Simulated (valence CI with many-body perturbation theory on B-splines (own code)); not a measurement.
Results of a calculation; reference values are marked as such.
## Level structure of Pd³⁹⁺

Method: valence CI with perturbative core correlation (CI+MBPT): five valence electrons over a frozen Dirac-Fock core [He], a basis of 11 s, 11 p, 10 d, 8 f, 5 g, 2 h functions for each j, with the one-electron correlation potential Σ1, the two-electron term Σ2, the three-electron term Σ3, Breit, model QED; selected CI, second order for the rest, scaled by the run's own slope (own B-spline code, finite nucleus).

No measured spectrum was set against this ion. As an estimate, large intervals hold to a few tenths of a per cent, small ones and those within an open d or f shell to about a per cent. Among the levels kept, up to 7100 cm⁻¹ of a level comes from second order outside the variational space, and about a tenth of that is noise between levels of different J, which matters for small intervals.

Levels 181 to 205 of 205, with energies above the lowest level, (2s^2 2p1/2^2 2p3/2) J=3/2. "Leading %" is the weight of the configuration and term that name the level; weights of strongly mixed levels are sums over their largest components and can fall short. In the jj column 3d3/2^4 stands for four electrons in 3d with j = 3/2.

```csv
No.,Configuration,Term,J,E (eV),Leading %,Leading jj,g
181,2p4.3s,2P,3/2,3954.5,53,2p1/2^2 2p3/2^2 3s (94 %),1.223
182,2s.2p3.3d,2P°,1/2,3956.3,43,2s 2p1/2 2p3/2^2 3d3/2 (90 %),0.747
183,2s.2p3.3d,2P°,3/2,3956.6,41,2s 2p1/2 2p3/2^2 3d5/2 (62 %),1.126
184,2s.2p3.3d,2F°,7/2,3957.2,41,2s 2p1/2 2p3/2^2 3d5/2 (90 %),1.209
185,2s.2p3.3d,2S°,1/2,3959.7,39,2s 2p1/2 2p3/2^2 3d5/2 (58 %),1.433
186,2s.2p3.3d,2D°,5/2,3960.8,42,2s 2p1/2 2p3/2^2 3d5/2 (92 %),1.111
187,2s.2p3.3s,2P°,3/2,3961.8,18,2s 2p1/2 2p3/2^2 3d5/2 (44 %),1.218
188,2s.2p3.3d,2D°,3/2,3963.9,38,2s 2p1/2 2p3/2^2 3d5/2 (78 %),1.158
189,2s.2p3.3s,2P°,1/2,3967.4,32,2s 2p3/2^3 3s (67 %),1.113
190,2s.2p3.3d,2D°,5/2,3973.1,41,2s 2p1/2 2p3/2^2 3d5/2 (83 %),1.067
191,2s.2p3.3d,2P°,3/2,3973.1,26,2s 2p1/2 2p3/2^2 3d5/2 (51 %),1.290
192,2s.2p3.3p,4P,3/2,3979.3,33,2s 2p3/2^3 3p1/2 (92 %),1.545
193,2s.2p3.3p,2D,5/2,3982.5,41,2s 2p3/2^3 3p1/2 (93 %),1.219
194,2p4.3s,2S,1/2,3985.3,54,2p1/2^2 2p3/2^2 3s (94 %),2.023
195,2p4.3p,4P°,3/2,3997.8,35,2p1/2^2 2p3/2^2 3p1/2 (95 %),1.497
196,2p4.3p,2D°,5/2,4000.2,32,2p1/2^2 2p3/2^2 3p1/2 (94 %),1.227
197,2s.2p3.3p,4D,7/2,4015.6,51,2s 2p3/2^3 3p3/2 (94 %),1.345
198,2s.2p3.3p,2P,3/2,4019.1,39,2s 2p3/2^3 3p3/2 (91 %),1.332
199,2s.2p3.3p,2D,5/2,4022.5,39,2s 2p3/2^3 3p3/2 (93 %),1.352
200,2s.2p3.3p,2P,1/2,4024.3,39,2s 2p3/2^3 3p1/2 (80 %),1.578
201,2s.2p3.3p,2D,3/2,4027.9,44,2s 2p3/2^3 3p1/2 (93 %),1.050
202,2p4.3p,2P°,1/2,4032.4,71,2p1/2^2 2p3/2^2 3p1/2 (79 %),0.785
203,2s.2p3.3p,2P,1/2,4034.0,51,2s 2p3/2^3 3p3/2 (79 %),1.127
204,2p4.3p,2D°,5/2,4044.2,47,2p1/2^2 2p3/2^2 3p3/2 (97 %),1.333
205,2p4.3p,4D°,7/2,4044.6,71,2p1/2^2 2p3/2^2 3p3/2 (97 %),1.340
```
